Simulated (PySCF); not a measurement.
Predicted microwave data (PBE0-D3(BJ)/def2-SVP geometry optimisation, gas phase in PySCF 2.14.0) for one isomer of C9H10OS:

| Property | Result |
| --- | --- |
| Rotational constants | A = 1707, B = 758.7, C = 571.0 MHz |
| Dipole components | \|μa\| = 3.28 D, \|μb\| = 2.59 D, \|μc\| = 1.31 D |
| Inertial defect | -77.24 u·Å² |
| κ | -0.67 |

Problem. Which structure is it? (One computed conformer of each.)
A. `[CH3:1][c:2]1[cH:3][cH:4][c:5]2[c:6]([cH:7]1)[S@@:8](=[O:9])[CH2:10][CH2:11]2` with C5–C6–S8–O9 -85°, C6–S8–C10–C11 -33°, S8–C10–C11–C5 36°, C4–C5–C11–C10 160°
B. `[CH2:1]=[CH:2][c:3]1[cH:4][cH:5][c:6]([S@@:7]([CH3:8])=[O:9])[cH:10][cH:11]1` with C1–C2–C3–C4 0°, C5–C6–S7–C8 -102°
C. `[CH3:1][S:2][c:3]1[cH:4][cH:5][c:6]([C:7]([CH3:8])=[O:9])[cH:10][cH:11]1` with C1–S2–C3–C4 180°, C5–C6–C7–C8 -1° (4'-(methylthio)acetophenone)
D. `[CH3:1][S@@:2](=[O:3])[c:4]1[cH:5][cH:6][cH:7][c:8]2[c:9]1[CH2:10][CH2:11]2` with C1–S2–C4–C5 -110°

Solution. D. It is C[S@@](=O)c1cccc2c1CC2, an asymmetric top, point group C1. The candidates at the same level (rigid rotor, commonest isotopes):

```tsv
SMILES	A (MHz)	B (MHz)	C (MHz)	μa (D)	μb (D)	μc (D)	Δ (u·Å²)	point group	rotor
C=Cc1ccc([S@@](C)=O)cc1	2788	478.5	436.8	2.05	3.00	1.36	-80.45	C1	near-prolate asymmetric top
CSc1ccc(C(C)=O)cc1	2964	451.7	393.9	2.34	1.08	0.00	-6.46	Cs	near-prolate asymmetric top
C[S@@](=O)c1cccc2c1CC2	1707	758.7	571.0	3.28	2.59	1.31	-77.24	C1	asymmetric top
Cc1ccc2c(c1)[S@@](=O)CC2	1928	722.6	569.7	2.34	2.57	2.32	-74.36	C1	asymmetric top
```

`CSc1ccc(C(C)=O)cc1` has A 74 % too high; `C=Cc1ccc([S@@](C)=O)cc1` has A 63 % too high; `Cc1ccc2c(c1)[S@@](=O)CC2` has A 13 % too high. No structure here is proved a minimum.
